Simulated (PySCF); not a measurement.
Compound: C4H14Si4.
SMILES with atom numbers: `[CH3:1][Si@H:2]1[SiH2:3][Si@@H:4]([CH:5]2[CH2:6][CH2:7]2)[SiH2:8]1`

Cartesian coordinates in Å at the PBE0-D3(BJ)/def2-SVP level; atoms count from 1:
```xyz
22
C4H14Si4 angstrom
C      2.165    1.379   -0.732
Si     2.242   -0.275    0.177
Si     1.023   -0.210    2.208
Si    -0.859   -1.032    1.029
C     -1.892    0.357    0.301
C     -1.571    0.988   -1.033
C     -2.770    0.111   -0.903
Si     0.661   -1.869   -0.580
H      2.829    2.107   -0.240
H      2.484    1.272   -1.780
H      1.143    1.786   -0.719
H      3.659   -0.756    0.255
H      0.896    1.108    2.910
H      1.532   -1.233    3.177
H     -1.730   -2.018    1.745
H     -2.311    1.044    1.045
H     -0.720    0.605   -1.606
H     -1.720    2.066   -1.134
H     -3.761    0.574   -0.912
H     -2.735   -0.876   -1.375
H      0.263   -1.877   -2.026
H      1.108   -3.246   -0.193
```

Definitions: NICS(0) = −σiso at the ring centroid; NICS(1) = −σiso and NICS(1)zz = −σzz at ±1 Å along the ring normal z. Level: GIAO PBE0/pcSseg-1 (PySCF, non-relativistic, gas phase) on the PBE0-D3(BJ)/def2-SVP geometry, one conformer.

Rings: 1. Si2–Si3–Si4–Si8; 2. C5–C6–C7.

```tsv
set	NICS(0)	NICS(1), two faces	NICS(1)zz, two faces
P	-44.7	-8.2 / -9.1	-24.1 / -24.6
Q	-0.2	-1.1 / -2.9	4.3 / 3.1
```

Q: Which set (ppm) belongs to which ring?

A: P = 2, Q = 1.
- 1 (4-membered ring with 4 Si; formal bonds all single): mean NICS(1)zz 3.7 ppm, deshielded. Si2, Si3, Si4, Si8 have four or more neighbours, so the value isn't read as a sign of a π ring current.
- 2 (3-membered carbocycle; formal bonds all single): mean NICS(1)zz -24.4 ppm, shielded. C5, C6, C7 have four or more neighbours, so the value isn't read as a sign of a π ring current.

Q: How do the rings differ in shape?

A: 
```csv
ring,bond lengths (Å),rms pucker (Å),HOMA,nearest outside atom to a NICS(1) probe (Å)
1,"2.369, 2.369, 2.367, 2.369",0.23,–,hydrogen 2.07
2,"1.510, 1.492, 1.510",0.00,–,hydrogen 1.41
```
